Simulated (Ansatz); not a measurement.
`[OH][Hf]([Cl])([Cl])[Cl]` + `[F][In]([F])[SeH]` → `[OH][Hf]([Cl])([Cl])[SeH]` + `[F][In]([F])[Cl]`  (redistribution)

Isolated molecules relaxed with PBE0-D4/def2-TZVP in Ansatz; ΔE leaves out vibrations. CBS: MP2 limit from def2 TZ/QZ plus the TZ coupled-cluster correction, frozen cores. DFT in def2-TZVPP. B3LYP here is the variant with VWN-RPA as its local correlation; programs differ in this. def2 core potentials past Kr. For Hf, In, Se outer-core shells are correlated without core-valence functions, which leaves a few kJ/mol of doubt a bond. Scalar relativity is left out up to krypton. One conformer a species, not always the lowest.

```json
{"level": "PBE-D4", "ΔE (eV)": "0.79"}
{"level": "B3LYP", "ΔE (eV)": "0.83"}
{"level": "SCS-MP2/def2-TZVPP", "ΔE (eV)": "0.75"}
{"level": "MP2/CBS(def2)", "ΔE (eV)": "0.78"}
```

**Question.** What does CCSD(T)/CBS give? (Estimate.)

**Answer.** The calculation gave: +0.77 eV. The listed levels differ from it by 0.02, 0.06, -0.02, 0.01 eV.

Largest T1 diagnostic among the species: 0.016.
